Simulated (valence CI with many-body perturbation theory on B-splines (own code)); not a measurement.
**Questions on Tb50+**

Method: configuration interaction combined with many-body perturbation theory (CI+MBPT): five valence electrons over a frozen Dirac-Fock core [Ne], radial functions for each j: 9 s, 9 p, 8 d, 6 f, 3 g, 1 h, with the one-electron correlation potential Σ1, the two-electron term Σ2, the three-electron term Σ3, Breit, model QED; selected CI, second order for the rest (own B-spline code, finite nucleus).

No measured spectrum was set against this ion. As an estimate, large intervals hold to a few tenths of a per cent, small ones and those within an open d or f shell to about a per cent. Among the levels kept, up to 600 cm⁻¹ of a level comes from second order outside the variational space, and about a tenth of that is noise between levels of different J, which matters for small intervals.

Levels are named by their leading jj configuration (3d3/2^4 stands for four electrons in 3d with j = 3/2), which in mixed levels can hold well under half, so a name can repeat and another be missing.

Rates and lifetimes use the calculated energies. Strong lines usually hold to 10 to 20 %, long lifetimes can be off by a factor of two.

**Question.** What is the ground level?

**Answer.** (3s^2 3p1/2^2 3p3/2) J=3/2, composition 47 % 3s²3p³ ²P° + 26 % 3s²3p³ ²D° + 26 % 3s²3p³ ⁴S°, g = 1.358.

**Question.** Name the longest-lived excited levels whose lifetime is computed, and their main decay.

**Answer.** (3s^2 3p1/2 3p3/2 3d5/2) J=9/2 at 31.448 Ry lives 1.22 μs, mostly by M1 to (3s^2 3p1/2 3p3/2 3d3/2) J=7/2; (3s^2 3p1/2 3p3/2^2) J=5/2 at 13.976 Ry lives 92.5 ns, mostly by M1 to (3s^2 3p1/2^2 3p3/2) J=3/2; (3s^2 3p1/2 3p3/2^2) J=1/2 at 14.924 Ry lives 26.8 ns, mostly by M1 to (3s^2 3p1/2^2 3p3/2) J=3/2.

**Question.** How well does LS coupling describe the low levels?

**Answer.** Among the lowest 20 levels the leading LS term, summed over configurations, holds 53 % on average. For single configurations the figures are 51 % in LS and 93 % in jj coupling. Terms mix most in the J = 5/2 level at 18.223 Ry, where the leading one holds 31 %.

**Question.** What are the static dipole polarisabilities of the lowest levels?

**Answer.** (3s^2 3p1/2^2 3p3/2) J=3/2 0.00528 (tensor 0.00042) bohr³, of which the core gives 8.09e-05.

**Question.** What is the ionisation energy?

**Answer.** 4462.6 eV; NIST lists 4460 ± 4 eV (theoretical).

**Question.** Where does the other parity begin?

**Answer.** At (3s^2 3p1/2^2 3d3/2) J=3/2, 14.269 Ry.

**Question.** Among levels below 45.350 Ry, which E1 lines absorb most strongly from the ground level?

**Answer.** to (3s^2 3p1/2 3p3/2 3d3/2) J=3/2 at 2.987 nm, f = 0.306; to (3s^2 3p1/2 3p3/2 3d3/2) J=5/2 at 3.042 nm, f = 0.272; to (3s^2 3p1/2 3p3/2 3d3/2) J=1/2 at 2.986 nm, f = 0.111.
